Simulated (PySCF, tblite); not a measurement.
Compound: C₃H₈FNSi.
Bonds: C1–C2 (double), C2–C3, C3–F4, C2–Si5, Si5–N6. Hydrogens: H7, H8 on C1; H9, H10 on C3; H11, H12 on Si5; H13, H14 on N6.

Computed with GFN2-xTB (tblite), gas phase: Langevin dynamics at 200 K from the optimised GFN2-xTB geometry, time step 0.5 fs, friction 0.01 fs⁻¹, 2000 steps. Over the second half of the run the saved frames average 214 K.

Frame at 250 fs, instantaneous temperature 244 K:
```
atom  x, y, z in Å
C1     -0.206    1.008   -0.599
C2     -0.466   -0.108    0.033
C3     -1.909   -0.577    0.296
F4     -2.097   -1.754   -0.430
Si5     0.861   -1.342    0.618
N6      2.331   -0.552    0.293
H7     -0.971    1.738   -0.888
H8      0.764    1.315   -0.733
H9     -2.553    0.205   -0.079
H10    -1.981   -0.774    1.321
H11     1.047   -2.609   -0.065
H12     0.526   -1.582    2.009
H13     2.542    0.408    0.304
H14     3.146   -1.023    0.015
```

Frame at 425 fs, instantaneous temperature 206 K:
```
atom  x, y, z in Å
C1      0.235    0.725   -0.888
C2     -0.232   -0.218   -0.077
C3     -1.723   -0.410    0.039
F4     -2.063   -1.761   -0.097
Si5     0.779   -1.642    0.782
N6      2.485   -1.371    0.622
H7     -0.414    1.470   -1.313
H8      1.298    0.921   -0.989
H9     -2.342    0.210   -0.596
H10    -1.952   -0.132    1.024
H11     0.686   -2.821   -0.065
H12     0.347   -1.680    2.270
H13     3.033   -0.858    1.277
H14     2.809   -1.138   -0.316
```

Frame at 625 fs, instantaneous temperature 205 K:
```
atom  x, y, z in Å
C1      0.491    0.694   -0.917
C2     -0.095   -0.131   -0.021
C3     -1.602   -0.110    0.197
F4     -2.165   -1.370    0.281
Si5     0.850   -1.433    1.058
N6      2.477   -1.610    0.580
H7     -0.152    1.218   -1.592
H8      1.585    0.789   -1.016
H9     -2.153    0.485   -0.598
H10    -1.851    0.271    1.209
H11     0.170   -2.715    0.893
H12     0.662   -1.147    2.529
H13     3.070   -0.801    0.758
H14     2.630   -1.805   -0.411
```

Frame at 800 fs, instantaneous temperature 264 K:
```
atom  x, y, z in Å
C1      0.601    0.383   -1.109
C2      0.017   -0.178   -0.062
C3     -1.488   -0.085    0.136
F4     -2.019   -1.264    0.536
Si5     0.772   -1.301    1.239
N6      2.456   -1.477    0.674
H7      0.027    0.970   -1.820
H8      1.613    0.220   -1.300
H9     -2.094    0.154   -0.726
H10    -1.662    0.630    0.988
H11     0.205   -2.680    1.426
H12     0.467   -0.638    2.446
H13     2.978   -2.311    0.867
H14     3.086   -0.715    0.803
```

Frame at 1000 fs, instantaneous temperature 162 K:
```
atom  x, y, z in Å
C1      0.524    0.710   -0.745
C2     -0.131   -0.248   -0.106
C3     -1.583   -0.183    0.208
F4     -2.069   -1.196    1.022
Si5     0.899   -1.657    0.679
N6      2.534   -1.106    0.822
H7      0.129    1.627   -1.081
H8      1.616    0.668   -0.828
H9     -2.321   -0.336   -0.579
H10    -1.858    0.798    0.659
H11     0.988   -2.801   -0.224
H12     0.457   -2.096    1.994
H13     3.296   -1.761    0.844
H14     2.748   -0.455    1.547
```

**Question.** What do single points at PBE0/pcSseg-1 (PySCF, gas phase) give on these frames?

**Answer.** 
```tsv
t (fs)	GFN2-xTB E above start (eV)	DFT E above lowest frame (eV)	HOMO (eV)	LUMO (eV)	dipole (D)
250	0.37	0.16	-7.19	-0.40	2.43
425	0.36	0.11	-7.17	-0.40	2.76
625	0.36	0.00	-7.57	-0.67	3.14
800	0.34	0.14	-7.35	-0.35	2.02
1000	0.38	0.14	-7.26	-0.55	1.94
```

The two levels order the frames alike by energy but for pairs within 0.08 eV at one level; measured from each level's lowest frame they differ by 0.14 eV at most. The HOMO–LUMO gap runs from 6.71 to 7.00 eV. These are instantaneous structures, not minima.

**Question.** And the isotropic GIAO shieldings (ppm) from the same runs?

**Answer.** 
```csv
atom,250 fs,425 fs,625 fs,800 fs,1000 fs,mean,range
C1,56.6,57.3,50.1,55.1,55.4,54.9,7.2
C2,30.2,23.3,16.5,28.5,34.5,26.6,18.0
C3,96.9,96.0,90.7,95.8,97.1,95.3,6.4
F4,401.6,412.1,401.4,414.5,419.7,409.9,18.3
Si5,396.8,387.2,393.5,393.8,396.7,393.6,9.6
N6,272.3,265.7,266.3,271.1,264.6,268.0,7.7
H7,25.4,25.7,25.5,25.4,26.0,25.6,0.6
H8,26.8,26.2,25.4,26.0,25.0,25.9,1.8
H9,27.1,27.1,25.8,26.6,25.5,26.4,1.6
H10,27.2,27.2,25.7,25.7,25.9,26.3,1.5
H11,26.7,26.3,26.7,26.2,26.8,26.5,0.6
H12,26.8,25.5,26.1,27.2,26.5,26.4,1.7
H13,32.3,31.9,31.3,31.6,31.6,31.7,1.0
H14,32.4,31.4,31.3,32.2,32.7,32.0,1.4
```

What follows is the cost of the whole dynamics run. Time: 10 s wall; peak memory 0.18 GiB. Hardware: one thread of an Arm Neoverse V1 (shared host).
